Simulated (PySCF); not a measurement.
BFH5Sb.
Numbering: `[F:1][BH2-:2][SbH3+:3]` (hydrogens: H4, H5 on B2; H6, H7, H8 on Sb3)

Computed, not measured: PySCF 2.14.0, PBE0-D3(BJ)/def2-SVP geometry optimisation, gas phase, def2 core potentials past Kr.

**Question.** Give the optimised bond lengths and angles.

**Answer.** 
```tsv
bond	length (Å)
F1–B2	1.338
B2–Sb3	2.731
B2–H4, B2–H5	1.214
Sb3–H6, Sb3–H7, Sb3–H8	1.707
```

Bonds in one row agree within 0.01 Å and their mean is given. A selection of angles:
```tsv
angle	degrees
F1–B2–Sb3	103.6
F1–B2–H4	117.8
Sb3–B2–H4	92.0
H4–B2–H5	121.9
B2–Sb3–H6	124.3
B2–Sb3–H7	127.2
B2–Sb3–H8	114.7
H6–Sb3–H7	94.1
```

Sb3 (antimony bonded to B and 3 H) has angles from 94.1° to 127.2°. B2 (four-coordinate boron) has angles from 90.9° to 121.9°.

Whether it is a minimum is left open (no frequencies).
